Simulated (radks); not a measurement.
Question: Isoelectronic series with 10 electrons, all held in the configuration [Ne], which need not be the ground one along the series. Calculated with a radial shooting solver on a logarithmic mesh with Libxc functionals: Dirac Kohn-Sham, PBE, spin-unpolarised, spherical densities, finite nucleus; Fermi nuclear charge, rms radius of each element as measured or else 0.836 A^(1/3) + 0.57 fm. Total energies (hartree) and orbital eigenvalues (eV):

ion    E (hartree)      2p3/2      2p1/2      2s1/2
La47+   -6256.7676  -8560.690  -8991.860  -9290.193
Ce48+   -6496.8377  -8909.507  -9375.466  -9680.973
Pr49+   -6742.0391  -9265.437  -9768.375  -10081.15
Nd50+   -6992.4208  -9628.492  -10170.71  -10490.83
Pm51+   -7248.0303  -9998.687  -10582.58  -10910.14
Sm52+   -7508.9105  -10376.04  -11004.13  -11339.20
Gd54+   -8046.7957  -11152.25  -11876.80  -12227.21
Tb55+   -8323.9451  -11551.15  -12328.20  -12686.50
Dy56+   -8606.5390  -11957.26  -12789.84  -13156.00
Ho57+   -8894.7855  -12370.59  -13261.87  -13636.10
Er58+   -9188.6656  -12791.17  -13744.47  -14126.83
Tm59+   -9488.3093  -13219.01  -14237.79  -14628.45
Yb60+   -9793.7027  -13654.13  -14742.01  -15141.00
Lu61+  -10104.9831  -14096.55  -15257.32  -15664.76
Hf62+  -10422.2686  -14546.27  -15783.90  -16199.99

Estimate the row of Eu53+.

Answer: E (hartree) -7775.1539; 2p3/2 -10760.55; 2p1/2 -11435.49; 2s1/2 -11778.18.
